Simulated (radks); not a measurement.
Task: Ag V, 43 electrons, occupied as [Kr] 4d7. Method: non-relativistic Kohn-Sham, LB94 model potential, spin-polarised, spherical densities, point nucleus; open shells are filled with parallel spins first (spin-orbit coupling, left out, can overturn this in heavy ions); relativity is left out, which matters for an element this heavy; computed with a radial shooting solver on a logarithmic mesh with Libxc functionals. Some entries of the table are withheld. Estimate them.

| orbital | occ. | eigenvalue (hartree) | <r> (bohr) |
|---|---|---|---|
| 1s down | 1 | -908.2403 | 0.03235 |
| 1s up | 1 | -908.2393 | 0.03235 |
| 2s up | 1 | -133.5521 | 0.1402 |
| 2s down | 1 | -133.5467 | 0.1402 |
| 2p up | 3 | -124.6199 | 0.1197 |
| 2p down | 3 | -124.6180 | 0.1197 |
| 3s up | 1 | -26.58846 | 0.3808 |
| 3s down | 1 | -26.58304 | 0.3811 |
| 3p up | 3 | -22.95160 | 0.3724 |
| 3p down | 3 | -22.94381 | 0.3727 |
| 3d up | 5 | -16.21576 | 0.3439 |
| 3d down | 5 | -16.20248 | 0.3442 |
| 4s up | 1 | -5.61448 | (1) |
| 4s down | 1 | -5.57724 | (2) |
| 4p up | 3 | -4.45977 | 0.9907 |
| 4p down | 3 | -4.41914 | 0.9880 |
| 4d up | 5 | -2.57979 | (3) |
| 4d down | 2 | -2.53479 | (4) |

Result: 
(1) 4s up <r> (bohr): 0.9299
(2) 4s down <r> (bohr): 0.9275
(3) 4d up <r> (bohr): 1.195
(4) 4d down <r> (bohr): 1.193
